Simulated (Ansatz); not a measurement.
Total energies of C₂H₅ClF₂Si (`FC[SiH](F)CCl`).

Cartesian coordinates in Å:
```
F -0.655 1.601 1.309
C -0.063 1.560 0.050
Si 0.757 -0.112 -0.215
F 2.005 -0.244 0.779
C -0.453 -1.483 0.179
Cl -1.745 -1.374 -1.052
H 0.664 2.377 -0.015
H -0.839 1.738 -0.702
H 1.252 -0.227 -1.607
H -0.913 -1.359 1.159
H -0.011 -2.477 0.116
```

The species carries charge 0 and has multiplicity 1. The structure was optimised at the PBE0-D4/def2-TZVP level. It is one conformer, not always the lowest. Basis def2-TZVPP, the Gaussian-basis code of Ansatz.

RPA on PBE orbitals: Hartree–Fock energy of these orbitals -1026.09262 Eh, correlation -1.83734 Eh (frozen core).

| functional | energy without D4 (Eh) | D4 term (kJ/mol) |
| --- | --- | --- |
| PBE | -1028.17039 | -24.8 |
| BLYP | -1028.74282 | -54.2 |
| r2SCAN | -1028.62186 | -6.2 |
| B97M-V | -1028.54303 | – |
| PBE0 | -1028.24780 | -21.1 |
| r2SCANh | -1028.60505 | -6.6 |
| HSE06 (plane-wave form) | -1028.22080 | -19.7 |
| BHLYP | -1028.68790 | -30.6 |
| LC-ωPBE | -1028.43705 | – |
| PBE-QIDH | -1028.04747 | – |

(1) Give the same for LDA (SPW92), revPBE, B3LYP, r2SCAN0, CAM-B3LYP, ωB97X-V, ωB97M-V, B2PLYP. (Estimate.)

B3LYP takes the VWN-RPA correlation (the form of Gaussian; ORCA's B3LYP/G). HSE06 is the plane-wave form, built on full-range PBE exchange. The double hybrids freeze the cores in their second-order part.

Results:

(1) Computed: 
```json
{"functional": "LDA (SPW92)", "energy without D4 (Eh)": "-1024.14983", "D4 term (kJ/mol)": "–"}
{"functional": "revPBE", "energy without D4 (Eh)": "-1028.56447", "D4 term (kJ/mol)": "-73.4"}
{"functional": "B3LYP", "energy without D4 (Eh)": "-1028.84792", "D4 term (kJ/mol)": "-39.9"}
{"functional": "r2SCAN0", "energy without D4 (Eh)": "-1028.58130", "D4 term (kJ/mol)": "-7.3"}
{"functional": "CAM-B3LYP", "energy without D4 (Eh)": "-1028.74208", "D4 term (kJ/mol)": "-21.4"}
{"functional": "ωB97X-V", "energy without D4 (Eh)": "-1028.60776", "D4 term (kJ/mol)": "–"}
{"functional": "ωB97M-V", "energy without D4 (Eh)": "-1028.67813", "D4 term (kJ/mol)": "–"}
{"functional": "B2PLYP", "energy without D4 (Eh)": "-1028.38058", "D4 term (kJ/mol)": "–"}
```

LC-ωPBE has ω = 0.4 bohr⁻¹.
